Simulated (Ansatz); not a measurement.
Job for Ansatz (an electronic-structure program): R-wB97M-V/def2-TZVPP on FGeHO (SMILES [OH][Ge][F]), a point of a torsion scan.

Ansatz 0.2 input:
```yaml
crystal:
  periodic: [false, false, false]
  atoms:
    - {symbol: O, position_ang: [-0.92511218, 0.19666143, 0.20964647]}
    - {symbol: Ge, position_ang: [0.62690201, 0.90292970, -0.13623730]}
    - {symbol: F, position_ang: [1.47581718, -0.63599836, -0.70594813]}
    - {symbol: H, position_ang: [-1.38720619, -0.54909566, -0.16811946]}
basis:
  gaussian:
    orbitals: def2-TZVPP
hamiltonian:
  xc: {name: wB97M-V}
scf: {lower_state_search: off}
```

The head of its log:

```
WARN ansatz: RAYON_NUM_THREADS=1 ignored (pool sized by the plan → 1); use --threads N
Functional definition: wB97M-V
these checks for a lower state are left out or cut short: stability, starts, cluster_reference, orbital_swaps, neighbouring_geometries, increment
integrals: 0.06 GiB planned
752 factors; their error is unknown
integrals: 0.09 GiB planned
137 factors; integrals over basis functions are off by at most 2.6e-5 eV
mean field: 0.52 GiB planned
mean field evaluation 1: about -61291.7842 eV, gradient 6.2e1 eV
mean field evaluation 2: about -61287.3021 eV, gradient 8.5e1 eV
```

Q: Predict the final total energy.

A: -2252.6624 hartree.
